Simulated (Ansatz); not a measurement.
`C[O][In]([F])[F]` → `[CH2]` (triplet) + `[OH][In]([F])[F]` at 400 K and 1 bar (formal loss of a carbene).

Program: Ansatz. Geometries: PBE0-D4/def2-TZVP. ΔE: electronic, gas phase. CCSD(T)/CBS adds triple-zeta CCSD(T) − MP2 to the extrapolated MP2 energy (def2 sets, frozen cores). This one scheme is used for every species. Triplets are unrestricted, without spin–orbit coupling. def2 core potentials past Kr. For In outer-core shells are correlated without core-valence functions, which leaves a few kJ/mol of doubt a bond. One conformer a species, not always the lowest.

| species | CCSD(T)/CBS energy (Eh) | H − E (kJ/mol) | S (J/(mol·K)) |
| --- | --- | --- | --- |
| `C[O][In]([F])[F]` | -504.48097 | 150.4 | 412.4 |
| `[CH2]` (triplet) | -39.09499 | 59.0 | 205.7 |
| `[OH][In]([F])[F]` | -465.24461 | 69.7 | 356.1 |

H − E and S are ideal-gas, rigid-rotor, harmonic terms from PBE0-D4/def2-TZVP, for one conformer and one mirror image of each species, with the whole ground term of open shells counted as degenerate. 1 Eh = 2625.50 kJ/mol, R = 8.31446 J/(mol·K).

Problem. By hand: ΔE, ΔH, ΔS and ΔG.

Solution. ΔE = (-39.09499) + (-465.24461) − (-504.48097) = 0.14137 Eh = 371.2 kJ/mol. Δ(H − E) = 59.0 + 69.7 − 150.4 = -21.7, so ΔH = 349.5 kJ/mol. ΔS = 205.7 + 356.1 − 412.4 = 149.4 J/(mol·K). ΔG = 349.5 − 400 × (149.4)/1000 = 289.7 kJ/mol.

Problem. By hand: the equilibrium constant, and the temperature at which ΔG would vanish if ΔH and ΔS stayed fixed.

Solution. log₁₀ K = −ΔG/(RT ln 10) = -37.8. ΔG = 0 at ΔH/ΔS = 2339 K.

The number of gas molecules changes by +1, which sets the sign of ΔS. A doubt of 5 kJ/mol in ΔE shifts log₁₀ K by 0.7 here. Other conformers and mirror images would add mixing entropy, several J/(mol·K) or more a flexible species. Modes under 60 cm⁻¹, often nearly free rotors, make the harmonic entropy too high. A triplet takes part, so the spin changes. These are equilibria of isolated gas molecules and say nothing of rates. Largest T1 diagnostic: 0.018 (customary marks: 0.02 for closed shells, 0.045 for open ones).
